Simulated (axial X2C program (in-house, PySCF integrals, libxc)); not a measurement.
## PmF⁻: the levels of the configuration f5 s2

Calculated with an axial X2C code built on PySCF integrals: two-component X2C with atomic mean-field Coulomb and Gaunt terms, basis Pm dyall-v3z, F dyall-av3z (cores contracted in-house). Orbitals come from Hartree–Fock averaged over the configuration Pm f5 s2; CI then distributes these electrons over the f, s shells of Pm.

R = 2.183 Å (near the minimum of the configuration average).

Active spinors (ω > 0):

| shell | ω | ε (eV) | character |
| --- | --- | --- | --- |
| f | 5/2 | 10.13 | 100% Pm f |
| f | 3/2 | 10.22 | 100% Pm f |
| f | 1/2 | 10.27 | 99% Pm f |
| f | 7/2 | 10.46 | 100% Pm f |
| f | 5/2 | 10.54 | 100% Pm f |
| f | 3/2 | 10.59 | 99% Pm f |
| f | 1/2 | 10.61 | 99% Pm f |

Filled shells are left out: they mix freely with the closed shells.

Lowest levels of this model:

| Ω | energy (cm⁻¹) | g∥ | configuration |
| --- | --- | --- | --- |
| 1/2 | 0 | 0.65 | 100% f5 s2 |
| 3/2 | 178 | 2.33 | 100% f5 s2 |
| 5/2 | 602 | 4.49 | 100% f5 s2 |
| 1/2 | 816 | 0.96 | 100% f5 s2 |
| 3/2 | 1014 | 2.51 | 100% f5 s2 |
| 5/2 | 1325 | 3.44 | 100% f5 s2 |
| 7/2 | 1351 | 7.79 | 100% f5 s2 |
| 1/2 | 1752 | 0.92 | 100% f5 s2 |
| 3/2 | 1892 | 2.75 | 100% f5 s2 |
| 5/2 | 2087 | 4.61 | 100% f5 s2 |
| 7/2 | 2248 | 7.33 | 100% f5 s2 |
| 9/2 | 2338 | 11.04 | 100% f5 s2 |
| 1/2 | 2778 | 1.03 | 100% f5 s2 |
| 3/2 | 2880 | 3.12 | 100% f5 s2 |
| 5/2 | 3037 | 5.39 | 100% f5 s2 |
| 7/2 | 3194 | 7.89 | 100% f5 s2 |
| 9/2 | 3352 | 10.75 | 100% f5 s2 |
| 11/2 | 3527 | 14.14 | 100% f5 s2 |
| 7/2 | 4244 | 8.34 | 100% f5 s2 |
| 9/2 | 4415 | 11.04 | 100% f5 s2 |
| 11/2 | 4624 | 13.91 | 100% f5 s2 |
| 13/2 | 4888 | 17.06 | 100% f5 s2 |
| 9/2 | 5533 | 11.14 | 100% f5 s2 |
| 11/2 | 5796 | 13.91 | 100% f5 s2 |
| 13/2 | 6082 | 16.88 | 100% f5 s2 |
| 15/2 | 6367 | 19.96 | 100% f5 s2 |
| 11/2 | 10188 | 15.99 | 100% f5 s2 |

g∥ is the magnitude of 2⟨Lz + ge Sz⟩ for the +Ω component.

(1) From Ω and g∥ of the lowest level, whose 2⟨Lz + ge Sz⟩ is positive, find ⟨Sz⟩ and ⟨Lz⟩ (ge = 2.0023).

Occupations of the active spinors in the lowest level by ω, shell by shell in order of energy: -7/2: 0.36; -5/2: 0.57 0.16; -3/2: 0.55 0.16; -1/2: 0.38 0.16 1.00; 1/2: 0.54 0.12 1.00; 3/2: 0.63 0.13; 5/2: 0.59 0.25; 7/2: 0.38. The leading determinant has weight 0.13 among 1101.

This point took 2.5 s on 1 thread of Arm Neoverse V1 (shared host).

There is no dynamic correlation: spin–orbit spacings and, for f shells, spacings inside one term are the most reliable numbers, splittings between terms come out too wide, and energies between configurations are not reliable, so the lowest level need not be the ground state of the molecule. At most 4 roots were kept for each Ω > 0 (twice that for Ω = 0) within 2.2 eV of the lowest, so higher up levels can be missing between those listed; levels with Ω > 0 are doubly degenerate and listed once, Ω = 0 levels singly. For an anion, levels above electron detachment are held by the basis set.

Results:

(1) Ω = ⟨Lz⟩ + ⟨Sz⟩ = 1/2 and ⟨Lz⟩ + ge⟨Sz⟩ = 0.325, so ⟨Sz⟩ = -0.17 and ⟨Lz⟩ = 0.67.
